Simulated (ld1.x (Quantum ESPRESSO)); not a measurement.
**u(r) = r·R(r): atom against pseudo-atom (phosphorus (P))**

Columns: radius, all-electron u(r) and pseudo u(r) of the 3s shell (level -18.48 eV) of phosphorus in the configuration [Ne] 3s2 3p2.5; PW91, scalar-relativistic, TM semilocal scheme, ld1.x (Quantum ESPRESSO) 7.5.

```tsv
r (bohr)	all-electron	pseudo
0.088	0.1530	0.0262
0.175	-0.1188	0.0533
0.262	-0.3207	0.0827
0.350	-0.3836	0.1161
0.438	-0.3351	0.1545
0.525	-0.2207	0.1988
0.612	-0.0743	0.2502
0.700	0.0824	0.3101
0.788	0.2327	0.3773
0.875	0.3669	0.4493
0.962	0.4825	0.5235
1.050	0.5796	0.5966
1.138	0.6572	0.6627
1.225	0.7159	0.7172
1.312	0.7582	0.7583
1.400	0.7859	0.7859
1.487	0.8004	0.8004
1.575	0.8039	0.8039
1.662	0.7980	0.7980
1.750	0.7844	0.7844
1.838	0.7648	0.7648
1.925	0.7407	0.7407
2.012	0.7130	0.7130
2.100	0.6825	0.6825
2.188	0.6503	0.6503
2.275	0.6175	0.6175
```

**Question.** How many radial nodes do the two functions have?

**Answer.** The all-electron 3s function has n − l − 1 = 2; the pseudo-wave has 0, since the states of the same l below it are removed with the core.

**Question.** At about which radius was the pseudo-wave matched?

**Answer.** 1.50 bohr. The columns agree to 0.0005 from 1.31 bohr on; several derivatives are matched, so the curves merge somewhat inside the radius.

**Question.** Is the pseudo-wave norm-conserving?

**Answer.** Yes: the TM semilocal scheme keeps the norm inside the radius equal to the all-electron one, which fixes the energy derivative of the logarithmic derivative at the level.
